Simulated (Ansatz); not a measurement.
Geometry optimisation, RKS B3LYP/def2-SVPD (Ansatz).

Input file:

```yaml
crystal:
  periodic: [false, false, false]
  atoms:
    - { symbol: Mg, position_ang: [-0.862044, -0.532655, -0.056274] }
    - { symbol: H, position_ang: [1.125295, 0.692313, -1.968275] }
    - { symbol: Cl, position_ang: [-1.71888, -2.048441, -1.4415] }
    - { symbol: H, position_ang: [1.206474, -0.072992, 1.189832] }
    - { symbol: O, position_ang: [-0.795063, 0.966174, 1.282569] }
    - { symbol: H, position_ang: [1.369157, 0.419136, -1.369872] }
    - { symbol: F, position_ang: [1.176016, -0.689135, 0.505568] }
    - { symbol: H, position_ang: [-1.500954, 1.265599, 1.857951] }
basis:
  gaussian: { orbitals: def2-SVPD }
hamiltonian:
  xc: b3lyp
relax:
  f_tol: 0.03
  max_steps: 50
output:
  orbitals: {}
```

Launched with:

```bash
$ ansatz run input.yaml --threads 4 --pin off --max-ram 5120MiB --backend cpu --events-out ev --progress --plain --runs-dir out
```

Question: Where does it end, and by what steps?

Answer: The run converged. The force dipped under the threshold on the way, but the program's further checks kept it going. After 25 steps the energy has fallen by 1.398 eV; H4 moved furthest, 1.55 Å. Parted: H4–F7 (0.92 → 2.77 Å). Joined: H4–O5 (2.26 → 0.97 Å).

| step | energy less start (eV) | largest force component (eV/Å) | accepted |
| --- | --- | --- | --- |
| 0 | 0.0000 | 2.127 | yes |
| 1 | -0.3573 | 0.666 | yes |
| 2 | -0.4914 | 0.702 | yes |
| 3 | -0.5869 | 1.190 | yes |
| 4 | -0.6932 | 0.511 | yes |
| 5 | -0.7834 | 0.541 | yes |
| 6 | -0.8808 | 0.831 | yes |
| 7 | -1.0196 | 0.928 | yes |
| 8 | -1.2398 | 0.611 | yes |
| 9 | -1.3326 | 0.408 | yes |
| 10 | -1.3532 | 0.582 | yes |
| 11 | -1.3614 | 0.718 | yes |
| 12 | -1.3052 | 1.343 | no |
| 13 | -1.3848 | 0.273 | yes |
| 14 | -1.3909 | 0.067 | yes |
| 15 | -1.3936 | 0.162 | yes |
| 16 | -1.3948 | 0.084 | yes |
| 17 | -1.3957 | 0.105 | yes |
| 18 | -1.3965 | 0.045 | yes |
| 19 | -1.3969 | 0.011 | yes |
| 20 | -1.3972 | 0.148 | yes |
| 21 | -1.3975 | 0.059 | yes |
| 22 | -1.3978 | 0.019 | yes |
| 23 | -1.3980 | 0.033 | yes |
| 24 | -1.3979 | 0.056 | no |
| 25 | -1.3981 | 0.020 | yes |

```xyz
8
Properties=species:S:1:pos:R:3
Mg -0.031 -0.857 -0.154
H 0.717 0.519 -1.987
Cl -1.895 -1.404 -1.288
H 0.133 0.803 1.876
O -0.525 0.614 1.193
H 1.355 0.413 -1.580
F 1.614 -1.106 0.515
H -1.369 1.017 1.426
```

Time of the run: 94 s on 4 threads of Arm Neoverse N1 (shared host), peak memory 0.3 GiB.
